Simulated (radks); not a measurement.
Re IV, 72 electrons, occupied as [Kr] 4d10 4f14 5s2 5p5.75 5d4 6s0.25 (fractional occupations, a model configuration). All-electron calculation, scalar-relativistic Kohn-Sham, LDA (Slater exchange, VWN5 correlation), spin-polarised, spherical densities, finite nucleus; open shells are filled with parallel spins first (spin-orbit coupling, left out, can overturn this in heavy ions); Fermi nuclear charge, rms radius 5.3698 fm. Program: a radial shooting solver on a logarithmic mesh with Libxc functionals.

Local quantities along the radius. ELF = 1/(1 + alpha^2) is the electron localisation function; alpha = (tau - tau_W)/tau_unif compares the Pauli kinetic energy density with that of the uniform gas (summed over spins); r v_xc is r times the local exchange-correlation potential of spin up (hartree bohr); s = |grad rho|/(2 (3 pi^2)^(1/3) rho^(4/3)) is the reduced gradient. tau is taken from the large components.

r (bohr),ELF,alpha,r v_xc,s
0.0006678,1.000,0.02214,-0.06059,1.107
0.0007774,1.000,0.02244,-0.06903,1.014
0.0008979,0.999,0.02285,-0.07802,0.9363
0.001045,0.999,0.02346,-0.08870,0.8655
0.001217,0.999,0.02426,-0.1007,0.8046
0.001405,0.999,0.02525,-0.1134,0.7554
0.001636,0.999,0.02659,-0.1284,0.7114
0.001889,0.999,0.02820,-0.1442,0.6767
0.0022,0.999,0.03037,-0.1625,0.6467
0.002561,0.999,0.03317,-0.1828,0.6230
0.002957,0.999,0.03657,-0.2037,0.6061
0.003443,0.998,0.04123,-0.2276,0.5938
0.004008,0.998,0.04742,-0.2534,0.5870
0.004629,0.997,0.05526,-0.2793,0.5855
0.005388,0.996,0.06654,-0.3079,0.5893
0.006273,0.993,0.08242,-0.3373,0.5987
0.007245,0.989,0.1039,-0.3655,0.6127
0.008434,0.982,0.1371,-0.3949,0.6329
0.00974,0.967,0.1843,-0.4215,0.6565
0.01134,0.936,0.2609,-0.4476,0.6844
0.0132,0.873,0.3808,-0.4709,0.7109
0.01524,0.765,0.5538,-0.4904,0.7266
0.01775,0.602,0.8136,-0.5093,0.7185
0.02066,0.441,1.126,-0.5292,0.6665
0.02386,0.349,1.365,-0.5530,0.5689
0.02778,0.337,1.403,-0.5884,0.4381
0.03234,0.409,1.201,-0.6369,0.3301
0.03735,0.534,0.9345,-0.6931,0.2833
0.04348,0.662,0.7142,-0.7567,0.2918
0.05021,0.732,0.6058,-0.8126,0.3367
0.05845,0.734,0.6019,-0.8590,0.4024
0.06805,0.653,0.7288,-0.8882,0.4636
0.07859,0.505,0.9910,-0.9042,0.4824
0.09149,0.368,1.310,-0.9248,0.4168
0.1065,0.360,1.333,-0.9711,0.2882
0.123,0.480,1.042,-1.044,0.2142
0.1432,0.643,0.7456,-1.129,0.2375
0.1654,0.720,0.6240,-1.187,0.3241
0.1925,0.679,0.6878,-1.200,0.4417
0.2241,0.482,1.037,-1.169,0.5215
0.2589,0.291,1.561,-1.145,0.4424
0.3013,0.309,1.494,-1.187,0.2279
0.3508,0.523,0.9547,-1.296,0.1586
0.4051,0.681,0.6845,-1.392,0.2301
0.4717,0.711,0.6381,-1.432,0.3512
0.5491,0.632,0.7638,-1.398,0.4778
0.6341,0.482,1.036,-1.321,0.5683
0.7382,0.353,1.355,-1.244,0.5760
0.8526,0.354,1.350,-1.213,0.5118
0.9925,0.476,1.050,-1.217,0.4851
1.155,0.597,0.8222,-1.221,0.5515
1.334,0.624,0.7767,-1.198,0.6766
1.553,0.565,0.8767,-1.138,0.8518
1.808,0.456,1.092,-1.050,1.068
2.089,0.345,1.378,-0.9458,1.328
2.431,0.241,1.775,-0.8215,1.727
2.831,0.150,2.385,-0.6859,2.391
3.269,0.078,3.430,-0.5515,3.501
3.806,0.030,5.728,-0.4112,5.689
4.395,0.008,10.84,-0.2894,9.800
5.117,0.002,25.60,-0.1822,19.20
5.957,0.000,75.23,-0.1025,42.22

On this mesh the ELF has minima near r = 0.028, 0.11, 0.26, 0.74 bohr, which separate the shells, and maxima near 0.058 (0.73), 0.17 (0.72), 0.47 (0.71), 1.3 (0.62).

Self-consistent cycle (total energy in hartree, residual of the potential): 1: -16647.53119, 2e+01; 2: -16672.13054, 9e+00; 3: -16677.44970, 1e+00; 4: -16677.37728, 1e+00; 5: -16677.55622, 2e-01; 6: -16677.56530, 8e-02; 7: -16677.56575, 5e-02; 8: -16677.56617, 5e-03; 9: -16677.56618, 1e-04; 10: -16677.56618, 5e-05; 11: -16677.56618, 4e-05; 12: -16677.56618, 5e-07; 13: -16677.56618, 3e-08; 14: -16677.56618, 1e-08.
